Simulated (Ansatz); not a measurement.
A set of 12 reactions (ligand exchange), with CCSD(T)/CBS values in kJ/mol:

```json
{"reaction": "`[OH][GeH2][NH][SiH](O)F` + `C[NH][GeH3]` → `C[N]([GeH3])[SiH](O)F` + `[NH2][GeH2][OH]`", "ΔE": "14.0"}
{"reaction": "`N[Si](O)(Cl)Cl` + NH₃ → `N[Si](N)(O)Cl` + HCl", "ΔE": "26.6"}
{"reaction": "`B[SiH](F)[SiH2]N` + `[OH][GeH3]` → `N[SiH2][O][GeH3]` + `B[SiH2]F`", "ΔE": "-133.4"}
{"reaction": "`O[SiH](O)[AlH2]` + H₂Se → `[AlH2][SeH]` + `O[SiH2]O`", "ΔE": "-157.3"}
{"reaction": "`[SiH3][SiH]1[O][AlH]1` + `N=CO` → `O/C=N/[SiH3]` + `[O]1[AlH][SiH2]1`", "ΔE": "-41.5"}
{"reaction": "`F[SiH]([SiH3])P` + `N=CF` → `F/C=N/P` + `F[SiH2][SiH3]`", "ΔE": "55.1"}
{"reaction": "`O=CN[SiH3]` + `NB(O)O` → `NB(O)O[SiH3]` + `NC=O`", "ΔE": "-38.4"}
{"reaction": "`[OH][Ti]([Cl])([Cl])[Cl]` + H₂S → `[SH][Ti]([Cl])([Cl])[Cl]` + H₂O", "ΔE": "29.2"}
{"reaction": "`[OH][GeH2][C]#C[SiH3]` + `N[SiH](O)F` → `[OH][GeH2][NH][SiH](O)F` + `C#C[SiH3]`", "ΔE": "-16.4"}
{"reaction": "`C[SiH2][Al]1[CH2][SiH2]1` + `O=C[SeH]` → `C[SiH2][Se]C=O` + `[CH2]1[AlH][SiH2]1`", "ΔE": "-54.0"}
{"reaction": "`N[SiH2][SbH2]` + CH₃OH → `CO[SiH2]N` + `[SbH3]`", "ΔE": "-78.7"}
{"reaction": "`[SiH3][SiH2][N]1[CH2][AlH]1` + `O[SiH3]` → `[SiH3]O[SiH2][SiH3]` + `[CH2]1[NH][AlH]1`", "ΔE": "-29.1"}
```

Computed with Ansatz on PBE0-D4/def2-TZVP structures; ΔE is electronic, products minus reactants. CBS: MP2 limit from def2 TZ/QZ plus the TZ coupled-cluster correction, frozen cores. This one scheme is used for every species. Double bonds are as drawn, so ΔE can hold a change between cis and trans. DFT in def2-TZVPP. B3LYP here is the variant with VWN-RPA as its local correlation; programs differ in this. Elements past krypton have def2 core potentials. For Ge, Sb, Se, Ti outer-core shells are correlated without core-valence functions, which leaves a few kJ/mol of doubt a bond. Scalar relativity is left out up to krypton. One conformer a species, not always the lowest.

(1) Give the mean, mean absolute and largest difference (level minus CCSD(T)/CBS, kJ/mol) for: PBE-D4, PBE0-D4, ωB97M-V, PBE, r2SCAN, B3LYP, HF/def2-TZVPP, MP2/def2-TZVPP, SCS-MP2/def2-TZVPP, CCSD/def2-TZVPP, CCSD(T)/def2-TZVPP, MP2/def2-QZVPP, SCS-MP2/def2-QZVPP, MP2/CBS(def2). (Best estimate.)

The largest T1 diagnostic in the set is 0.026, for `[SH][Ti]([Cl])([Cl])[Cl]` (customary mark 0.02).

CCSD(T)/CBS is a level of theory with its own doubt, and the functionals carry their triple-zeta basis error, so these figures describe this set and don't rank the functionals.

## Answers

(1) Computed: 
```csv
level,mean,mean absolute,largest
PBE-D4,10.3,10.3,33.4
PBE0-D4,7.0,7.0,21.6
ωB97M-V,-0.6,3.3,14.6
PBE,10.5,10.5,31.9
r2SCAN,3.1,4.1,10.6
B3LYP,1.3,6.2,15.7
HF/def2-TZVPP,-7.2,14.6,34.1
MP2/def2-TZVPP,-3.6,5.2,-9.9
SCS-MP2/def2-TZVPP,-4.3,5.4,-13.0
CCSD/def2-TZVPP,-0.2,4.6,16.5
CCSD(T)/def2-TZVPP,0.4,2.9,-7.5
MP2/def2-QZVPP,-4.1,5.5,-13.0
SCS-MP2/def2-QZVPP,-4.6,5.3,-12.6
MP2/CBS(def2),-3.9,5.8,-15.4
```
